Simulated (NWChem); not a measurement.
# Correlation energy of OP

```
P
O 1 1.4991
```
Charge 0, spin multiplicity 2.

All runs are NWChem calculations. The geometry was optimised at UB3LYP/def2-SVP, a minimum by its harmonic frequencies.

Basis set: cc-pVDZ. Each correlation energy counts from its own Hartree-Fock reference.

The correlated methods keep 6 core orbitals frozen. The structure started from a generated list of species. The unpaired electrons of the parent sit in orbitals of symmetry b2 (C2v labels of the run); other states weren't searched. No SCF solution was tested for a lower state. Open-shell Hartree-Fock references start from PBE0 orbitals. Coupled-cluster values serve here as a point of comparison, not as the truth.

```json
[
 {"method": "URI-MP2", "correlation energy (mHa)": "-269.5", "remark": "spin-contaminated"},
 {"method": "UMP2", "correlation energy (mHa)": "-269.4", "remark": "spin-contaminated"},
 {"method": "SCS-UMP2", "correlation energy (mHa)": "-260.1", "remark": "spin-contaminated"},
 {"method": "CCSD on UHF", "correlation energy (mHa)": "[?]", "remark": "spin-contaminated"},
 {"method": "CCSD[T] on UHF", "correlation energy (mHa)": "-309.0", "remark": "spin-contaminated"},
 {"method": "CCSD(T) on UHF", "correlation energy (mHa)": "-306.4", "remark": "spin-contaminated"},
 {"method": "CCSD on ROHF", "correlation energy (mHa)": "[?]", "remark": "-"},
 {"method": "CCSD[T] on ROHF", "correlation energy (mHa)": "-315.9", "remark": "-"},
 {"method": "CCSD(T) on ROHF", "correlation energy (mHa)": "[?]", "remark": "-"},
 {"method": "CCSDT on ROHF", "correlation energy (mHa)": "[?]", "remark": "-"}
]
```

Question: Complete the blanks.

Answer: 
- CCSD on UHF, correlation energy (mHa): -295.6
- CCSD on ROHF, correlation energy (mHa): -301.2
- CCSD(T) on ROHF, correlation energy (mHa): -313.5
- CCSDT on ROHF, correlation energy (mHa): -313.8
